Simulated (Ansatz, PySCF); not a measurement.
Energy difference 2 R1 → P1 + P2, each structure at its B3LYP-D3(BJ)/def2-TZVP stationary point, reached from a drawn start (curvature not checked).
P1: BF3 (SMILES FB(F)F), charge 0, multiplicity 1.
R1, BF2 (SMILES F[B]F) (charge 0, multiplicity 2):
```xyz
3

B     -0.21081    -0.37255     0.00000
F      1.09944    -0.37615     0.00000
F     -0.88873     0.74871     0.00000
```
P2, BF (SMILES [B]F) (charge 0, multiplicity 1):
```
atom    x (Å)   y (Å)   z (Å)
----  -------  ------  ------
B     -0.6324  0.0000  0.0000
F      0.6324  0.0000  0.0000
```

P less R. No zero-point or thermal terms; singlets are restricted closed shells; open shells are unrestricted.

Correlated levels freeze the cores.

The values were computed with Ansatz (a first-principles code) with Gaussian orbitals; PySCF for the D3/D4 terms. Each number belongs to the level named beside it.

Question: What reaction energy does r2SCAN-D4/def2-TZVPP give?

Answer: -1.95 eV

Question: What is the computed reaction energy (PBE-D3(BJ)/def2-TZVPP)?

Answer: -2.07 eV

Question: Predict the reaction energy from CCSD(T)/cc-pVTZ.

Answer: -2.66 eV
